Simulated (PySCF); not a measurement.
# Which determinant of TlN⁺ lies lowest?

Unrestricted PBE0; Tl aug-cc-pVDZ-PP with ECP60, N aug-cc-pVDZ; scalar-relativistic core potentials (PySCF 2.14). Outer shells of the fragments: Tl+ 5d10 6s2; N 2s2 2p3.

Followed along the bond (rough minima from three points):

| 2Ms+1 | unpaired | ⟨S²⟩ at the start | R at minimum (Å) | Te (eV) |
| --- | --- | --- | --- | --- |
| 4 | σ ↑, π ↑↑ | 3.76 | 3.08 | 0.00 |
| 2 | σ ↓, π ↑↑ | 1.76 | 2.92 | 1.14 |
| 2 | σ ↑, π ↑↓ | 1.76 | 3.02 | 1.17 |

Solutions found at the starting distance of 2.185 Å, counted from the lowest of them; the search is not exhaustive and high or unbound solutions are not listed, so other states can lie among these:

```csv
2Ms+1,unpaired,term,E (eV),⟨S²⟩,⟨Lz²⟩,μ (D)
4,"σ ↑, π ↑↑",⁴Σ⁻,0.00,3.76,0.00,0.66
2,"σ ↓, π ↑↑",mixed,0.90,1.76,0.00,0.30
2,"σ ↑, π ↑↓",mixed,1.05,1.76,2.01,0.47
2,π ↑,²Π,2.24,0.76,1.01,-1.58
2,σ ↑,mixed,2.87,0.76,2.00,0.42
2,π ↑,²Π,3.32,0.75,1.00,2.64
4,"σ ↑↑, π ↑",⁴Π,5.38,3.77,1.02,-2.84
4,π ↑↑↑,⁴Π,6.01,3.81,1.00,1.56
```

A term symbol is given only where ⟨S²⟩ and ⟨Lz²⟩ are close to those of a pure state; real π, δ and φ orbitals otherwise mix terms. A positive dipole points towards N; it is taken about the centre of mass and depends on that origin.

Compare the gap between the two lowest followed solutions at the starting distance with the gap between their minima.

At PBE0 the second solution (Ms = 0.5 of mixed spin, unpaired electrons σ ↓, π ↑↑) lies +0.90 eV from the first (quartet, unpaired electrons σ ↑, π ↑↑) at 2.185 Å and +1.14 eV at the minima; the two curves relax by different amounts, since their minima lie near 2.92 and 3.08 Å.

Spin–orbit coupling is left out, which matters for elements this heavy, above all for dissociation energies.
